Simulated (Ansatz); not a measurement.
Total energies of C2H4NOSi, SMILES `C[SiH]N=C=O` radical.

```
atom   x (Å)   y (Å)   z (Å)
  C1  -1.194  -0.053   1.021
 Si2   0.636  -0.168   0.676
  N3   0.923   0.150  -0.985
  C4   1.375   0.628  -1.982
  O5   1.793   1.075  -2.974
  H6  -1.742  -0.761   0.392
  H7  -1.569   0.951   0.820
  H8  -1.394  -0.293   2.068
  H9   1.171  -1.529   0.965
```

Total charge 0; spin multiplicity 2. The geometry is a stationary point of PBE0-D4/def2-TZVP. It is one conformer, not always the lowest. Basis def2-TZVPP, Ansatz 0.2.0.

RPA on PBE orbitals: Hartree–Fock energy of these orbitals -496.36508 Eh, correlation -1.35330 Eh (frozen core).

| functional | energy without D4 (Eh) | D4 term (kJ/mol) |
| --- | --- | --- |
| PBE | -497.79944 | -17.7 |
| revPBE | -498.07259 | -55.2 |
| r2SCAN | -498.05488 | -4.4 |
| PBE0 | -497.82899 | -14.9 |
| B3LYP | -498.21327 | -28.5 |
| BHLYP | -498.07055 | -21.5 |
| CAM-B3LYP | -498.10274 | -15.1 |
| LC-ωPBE | -497.95532 | – |
| ωB97X-V | -498.06914 | – |
| PBE-QIDH | -497.70728 | – |

Give the same for LDA (SPW92), BLYP, B97M-V, r2SCANh, r2SCAN0, HSE06 (plane-wave form), ωB97M-V, B2PLYP. (An estimate is asked.)

Computed: 
| functional | energy without D4 (Eh) | D4 term (kJ/mol) |
| --- | --- | --- |
| LDA (SPW92) | -495.32643 | – |
| BLYP | -498.13679 | -39.1 |
| B97M-V | -498.08557 | – |
| r2SCANh | -498.03958 | -4.6 |
| r2SCAN0 | -498.01786 | -5.1 |
| HSE06 (plane-wave form) | -497.81214 | -13.9 |
| ωB97M-V | -498.09103 | – |
| B2PLYP | -497.91151 | – |

B3LYP takes the VWN-RPA correlation (the form of Gaussian; ORCA's B3LYP/G). HSE06 is the plane-wave form, built on full-range PBE exchange. The double hybrids freeze the cores in their second-order part.

LC-ωPBE has ω = 0.4 bohr⁻¹.
